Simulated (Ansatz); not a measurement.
Single points on the cluster Ti3F2.

```yaml
crystal:
  periodic: [false, false, false]
  atoms:
    - {symbol: Ti, position_ang: [-0.914319, -0.645050, 0.994573]}
    - {symbol: Ti, position_ang: [1.367636, 0.390912, -0.425527]}
    - {symbol: Ti, position_ang: [0.962750, -0.521553, 1.178892]}
    - {symbol: F, position_ang: [-2.555124, -0.446181, 0.266531]}
    - {symbol: F, position_ang: [1.139046, 1.221862, -2.014468]}
basis:
  gaussian: {orbitals: def2-SVP, initial_orbitals: start.molden}
hamiltonian: {xc: pbe0, dispersion: d4}
scf: {omitted_lower_state_checks: [starts]}
output: {orbitals: {seedname: orbitals}}
```

The file start.molden holds the orbitals of an earlier run on this structure, at another level or in another basis.

```sh
$ ansatz run in.yaml --threads 4 --pin off --events-out ev --progress --plain --max-ram 4787MiB
```

Shortened log:

```
Functional definition: PBE0
1302 factors; integrals over basis functions are off by at most 9.2e-4 eV
mean field evaluation 1: about -74741.5328 eV, gradient 1.1e1 eV
mean field evaluation 2: about -74741.7477 eV, gradient 1.9e-1 eV
mean field evaluation 4: about -74741.8533 eV, gradient 2.2e-3 eV
mean field -74741.85331319 eV, -2746.7124474119 hartree, gradient 2.7e-5 eV, S^2 0.000000; 0 other end points of the search recorded, 0 dependent functions left out
reference -74741.85336418 eV, -2746.7124492859 hartree; 42, 42 occupied and 79, 79 virtual orbitals, 1302 factors
Total energy: -74741.97884524 eV, -2746.7170606297 hartree
Checks for a lower state left out: starts
```

Hardware: 4 threads of Arm Neoverse V1 on a shared host. Wall time 3.3 s.

As the first input, with `gaussian: {orbitals: def2-TZVP, initial_orbitals: start.molden}` (abridged; 5.5 s):

```
Functional definition: PBE0
mean field -74757.61311515 eV, -2747.2916094517 hartree, gradient 1.5e-5 eV, S^2 0.000000
Total energy: -74757.73863686 eV, -2747.2962222892 hartree
Checks for a lower state left out: starts
```

The first input with `gaussian: {orbitals: def2-TZVP, initial_orbitals: start.molden}`, `correlation: {method: ccsd_t}` and without the key `hamiltonian` (abridged; 6.3 min):

```
Functional definition: HF
mean field evaluation 16: about -74658.5450 eV, gradient 2.5e1 eV
mean field evaluation 32: about -74653.9604 eV, gradient 6.1e1 eV
mean field evaluation 64: about -74659.5276 eV, gradient 1.5e1 eV
mean field evaluation 96: about -74660.7755 eV, gradient 2.7e1 eV
mean field evaluation 128: about -74663.3859 eV, gradient 8.1e-1 eV
mean field evaluation 160: about -74661.8750 eV, gradient 1.4e0 eV
mean field -74666.92904518 eV, -2743.9590313482 hartree, gradient 4.2e-6 eV, S^2 0.000000; 1 other end points of the search recorded, 0 dependent functions left out; unrestricted orbitals would lower it
mean field evaluation 192: about -74668.9301 eV, gradient 3.9e-4 eV
mean field evaluation 224: about -74666.9290 eV, gradient 1.4e-2 eV
mean field evaluation 256: about -74649.5271 eV, gradient 7.0e1 eV
mean field evaluation 288: about -74667.0088 eV, gradient 7.1e-1 eV
mean field evaluation 320: about -74667.3075 eV, gradient 1.5e0 eV
mean field evaluation 352: about -74662.8809 eV, gradient 1.1e1 eV
[...]
cycle   6  -45.52302738 eV  change   -8.1e-3 eV  update   4.7e-3
cycle   7  -45.53005376 eV  change   -7.0e-3 eV  update   2.9e-3
cycle   8  -45.52843367 eV  change    1.6e-3 eV  update   1.7e-3
cycle   9  -45.52836194 eV  change    7.2e-5 eV  update   1.3e-3
cycle  10  -45.52819286 eV  change    1.7e-4 eV  update   7.5e-4
cycle  11  -45.52784882 eV  change    3.4e-4 eV  update   5.7e-4
cycle  12  -45.52798569 eV  change   -1.4e-4 eV  update   3.7e-4
cycle  13  -45.52799028 eV  change   -4.6e-6 eV  update   2.2e-4
cycle  14  -45.52778353 eV  change    2.1e-4 eV  update   1.2e-4
cycle  15  -45.52787975 eV  change   -9.6e-5 eV  update   6.3e-5
cycle  16  -45.52776915 eV  change    1.1e-4 eV  update   4.0e-5
cycle  17  -45.52788191 eV  change   -1.1e-4 eV  update   3.1e-5
cycle  18  -45.52786597 eV  change    1.6e-5 eV  update   2.1e-5
perturbative correction -3.33568648 eV, -0.1225842170 hartree
Total energy: -74715.79259763 eV, -2745.7547337797 hartree
Checks for a lower state left out: starts
```

First input, but with `gaussian: {orbitals: def2-TZVP, initial_orbitals: start.molden}`, `hamiltonian: {xc: {name: wB97X-V}}` (abridged; 23 s):

```
Functional definition: wB97X-V
mean field -74766.44439160 eV, -2747.6161528752 hartree, gradient 3.3e-5 eV, S^2 0.000000
Total energy: -74766.44438897 eV, -2747.6161527785 hartree
Checks for a lower state left out: starts
```

First input, but with `gaussian: {orbitals: def2-TZVPD, initial_orbitals: start.molden}`, `hamiltonian: {xc: r2scan, dispersion: d4}` (abridged; 11 s):

```
Functional definition: r2SCAN
mean field -74775.63542214 eV, -2747.9539170176 hartree, gradient 1.3e-5 eV, S^2 0.000000
Total energy: -74775.66463073 eV, -2747.9549904135 hartree
Checks for a lower state left out: starts
```

First input, but with `gaussian: {orbitals: def2-TZVPD, initial_orbitals: start.molden}` (abridged; 8.5 s):

```
Functional definition: PBE0
mean field -74757.68384634 eV, -2747.2942087749 hartree, gradient 1.3e-5 eV, S^2 0.000000
Total energy: -74757.80936932 eV, -2747.2988216593 hartree
Checks for a lower state left out: starts
```

First input, but with `gaussian: {orbitals: def2-TZVP, initial_orbitals: start.molden}`, `hamiltonian: {xc: r2scan, dispersion: d4}` (abridged; 8.5 s):

```
Functional definition: r2SCAN
mean field -74775.56518855 eV, -2747.9513359807 hartree, gradient 1.2e-5 eV, S^2 0.000000
Total energy: -74775.59439587 eV, -2747.9524093300 hartree
Checks for a lower state left out: starts
```

Geometry: PBE0-D4/def2-SVP.

Correlated methods freeze 17 core orbitals; core or outer-core shells of Ti are correlated, in sets that lack core-valence functions. The restricted singlet is unstable towards broken spin symmetry at other levels; at PBE0-D4/def2-SVP, ωB97X-V/def2-TZVP, r2SCAN-D4/def2-TZVPD, PBE0-D4/def2-TZVPD this wasn't settled. At CCSD(T)/def2-TZVP, r2SCAN-D4/def2-TZVP the restricted singlet (for correlated methods, its reference) is unstable: a solution with broken spin symmetry lies lower. At PBE0-D4/def2-TZVP a triplet of charge 0 lies 0.93 eV below the restricted singlet, each at its own geometry. The structure comes from a short search, and lower isomers may exist.
